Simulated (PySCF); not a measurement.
## Correlation energy of Se³⁺ (selenium, charge +3)

[Ar] 3d10 4s2 4p1, 2P determinant. Computed with PySCF 2.14 in x2c-QZVPPall, with scalar relativity by spin-free X2C-1e. Frozen: [Ar] 3d10; 3 electrons correlated.

| level | correlation energy (mhartree) |
| --- | --- |
| CCSD | -58.67 |
| (T) | -0.74 |
| CCSD(T) | -59.41 |

Diagnostics: T1 = 0.0076, D1 = 0.0172, largest double amplitude 0.093.

Q: Is a single reference adequate?

A: Mostly. T1 lies below 0.03, but a double amplitude of this size points to a near-degeneracy that CCSD handles and MP2 describes poorly.
